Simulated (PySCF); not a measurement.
SMILES F[SiH2][SiH2][Ge]([Cl])([Cl])[Cl] (CAM-B3LYP/def2-SVP optimised geometry):

```
11

Si    -1.385    -2.031     1.709
F     -1.118    -1.264     3.118
Si    -0.482    -0.696     0.000
Ge    -1.176    -1.720    -2.044
Cl     0.338    -1.826    -3.566
Cl    -1.755    -3.756    -1.584
Cl    -2.900    -0.777    -2.918
H     -2.849    -2.185     1.528
H     -0.705    -3.347     1.752
H      1.004    -0.696     0.000
H     -1.004     0.696     0.000
```

Method: PySCF with CAM-B3LYP/def2-TZVP.

Problem. What are the frontier orbital energies and the dipole moment?

Solution. HOMO-2 -10.62 eV, HOMO-1 -10.59 eV, HOMO -9.80 eV, LUMO -0.94 eV, LUMO+1 -0.06 eV; dipole moment 1.69 D.

On the same geometry PBE/def2-TZVP in PySCF gives HOMO-2 -7.95 eV, HOMO-1 -7.80 eV, HOMO -7.40 eV, LUMO -2.84 eV, LUMO+1 -1.94 eV; dipole moment 1.59 D.

Meta-Löwdin charges at CAM-B3LYP/def2-TZVP: Si1 0.76, F2 -0.51, Si3 0.15, Ge4 0.74, Cl5 -0.28, Cl6 -0.30, Cl7 -0.28, H8 -0.09, H9 -0.09, H10 -0.05, H11 -0.05.
